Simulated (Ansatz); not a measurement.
C2H (SMILES [C]#C), charge 0, multiplicity 2, relaxed at each level with Ansatz (a first-principles code); harmonic frequencies from differences of analytic forces, average atomic masses, frozen cores. Open shells are unrestricted. Negative entries are imaginary modes: that level's stationary point is a saddle.

```csv
level,harmonic frequencies (cm⁻¹),ZPE (eV),cost over PBE/def2-TZVPP (rough)
PBE/def2-TZVPP,-252 -252 2032 3381,0.336,×1
r2SCAN/def2-TZVPP,393 393 2075 3456,0.392,×2
PBE0/def2-TZVPP,489 489 2105 3466,0.406,×1
MP2/cc-pVTZ,821 821 2518 3573,0.479,×2
CCSD(T)/cc-pVDZ,294 294 2028 3452,0.376,×2
CCSD(T)/cc-pVTZ,411 411 2052 3460,0.393,×30
```

Measured: fundamentals as far as tabulated 3299, 1841, 372 cm⁻¹ [NIST CCCBDB]. Measured modes stand in the spectroscopists' order.

Doubts at one or more of the structures used: a spin-contaminated determinant (MP2/cc-pVTZ, CCSD(T)/cc-pVDZ, CCSD(T)/cc-pVTZ); T1 above 0.05 (CCSD(T)/cc-pVDZ, CCSD(T)/cc-pVTZ).
